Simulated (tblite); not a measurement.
C4H9ClSSi.
Z-matrix (Å and degrees, GFN2-xTB geometry), rows numbered from 1:
```
C 
C   1  1.5212
C   2  1.4963  1  114.32
S   3  1.6286  2  122.64  1   -10.23
C   3  1.4765  2  116.35  1   168.00
Si  5  1.9235  3  109.85  2   -93.57
Cl  6  2.0121  5  107.14  3   176.27
H   1  1.0867  2  110.32  3    59.79
H   1  1.0873  2  110.31  3   -59.55
H   1  1.0871  2  110.32  3  -179.96
H   2  1.0963  1  109.50  3  -120.67
H   2  1.0949  1  110.32  3   122.24
H   5  1.0906  3  110.20  2   148.23
H   5  1.0915  3  111.12  2    27.67
H   6  1.4555  5  109.75  3   -64.57
H   6  1.4620  5  109.17  3    58.50
```

All values are computed: GFN2-xTB (tblite) harmonic vibrations without scaling, gas phase. Errors from tens to a few hundred cm⁻¹ against measured bands are possible. Modes of hydrogen on silicon can be 10 to 20 % off. One conformer, not necessarily the lowest.

Harmonic wavenumbers (cm⁻¹): 32.3, 38.0, 63.0, 114.5, 144.0, 210.9, 230.9, 344.1, 439.6, 458.8, 478.6, 522.6, 566.0, 687.5, 707.7, 757.4, 768.7, 792.5, 801.9, 995.7, 1040.5, 1059.1, 1104.2, 1159.1, 1182.3, 1229.5, 1282.6, 1328.7, 1413.6, 1438.1, 1448.8, 1489.5, 1498.6, 2264.0, 2328.7, 2917.8, 2945.0, 2966.5, 2984.3, 3041.4, 3043.9, 3053.8.

A = 3121, B = 620.5, C = 562.2 MHz; mass 151.988 u (most abundant isotopes); point group C1, symmetry number 1.

Zero-point energy?

½Σν̃ = 25687 cm⁻¹ = 307.29 kJ/mol.

Give the ideal-gas entropy at 400 K and 1 bar in the rigid-rotor, harmonic-oscillator model (classical rotation).

Translation 177.62, rotation 129.47, vibration 173.44: S = 480.5 J/(mol K).

And Cp and H(400 K) − H(0)?

Cp = 185.65 J/(mol K), of which vibrations give 152.39 (their classical limit is 42 R = 349.2); H(400 K) − H(0) = 46.27 kJ/mol without the zero-point energy, 32.96 from vibrations.

Blend soft modes into free rotors: weight 1/[1 + (100 cm⁻¹/ν̃)⁴] for the oscillator and the rest for a rotor with moment μB/(μ + B), μ = h/(8π²ν), B = 10⁻⁴⁴ kg m². What vibrational entropy results?

151.22 J/(mol K) in place of 173.44, which changes −T·S at 400 K by +8.89 kJ/mol.

How do the functions run with temperature in this model?

```
 T (K)  S (J/(mol K))  Cp (J/(mol K))  H − H(0) (kJ/mol)  G − H(0) (kJ/mol)  ln q(vib)
   150          347.1            98.4              10.46             -41.60       4.34
   250          405.8           134.8              22.11             -79.34       7.11
298.15          431.0           152.1              29.02             -99.49       8.37
   600          566.0           235.9              88.75            -250.83      15.72
   900          671.6           284.1             167.36            -437.04      22.23
```

q(vib) and H(0) count from the zero-point level.

What must be added to the electronic energy to get the Gibbs energy at 400 K and 1 bar?

ZPE + [H(400 K) − H(0)] − T·S = 307.29 + 46.27 − 192.21 = 161.35 kJ/mol.

Hindered rotation and anharmonicity are outside this model. Other conformers, if any are populated, would add a mixing term that is left out. The structure is chiral; the term R ln 2 for an equal mix with its mirror image is left out.
